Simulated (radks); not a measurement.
Dynamic dipole polarisability and lines of the copper ion Cu+, [Ar] 3d10. Calculated with a radial shooting solver on a logarithmic mesh with Libxc functionals: non-relativistic Kohn-Sham, LDA (Slater exchange, Perdew-Wang correlation), spin-polarised, spherical densities, point nucleus. Time-dependent linear response with the Hartree and adiabatic LDA kernel, continuum included through the Sternheimer equations. Lines are the poles of the dipole polarisability below minus the highest occupied eigenvalue, found on a grid refined at the orbital gaps; the lowest seven at most are given, and weak or close lines can be missed. The first line takes the name of the lowest orbital gap if no other gap lies below it; otherwise a line is named after a gap within 0.6 % of it, if that gap stands alone.

photon energy (eV)  alpha (bohr^3)
0                            7.894
0.694                        7.928
2.083                        8.224
3.472                        8.939
4.861                        10.49
6.250                        14.65
7.638                        49.98
9.027                       -10.76
10.416                     -0.8741
11.805                       3.775

Lines (eV, oscillator strength): 8.010 (154.8 nm, 3d-4p), f = 0.359; 12.183 (101.8 nm, 3d-5p), f = 0.0240. Higher lines, where found, are left out when the end of the mesh affects them. Those listed give 54 % of the static polarisability (sum of f/w^2). Orbital energy gaps for comparison: 3d-4p 7.560 eV; 3d-5p 12.128 eV. At laser wavelengths: 1550 nm 7.940, 1064 nm 7.992, 780 nm 8.081, 532 nm 8.315, 355 nm 8.954, 266 nm 10.18, 193 nm 15.69 bohr^3.
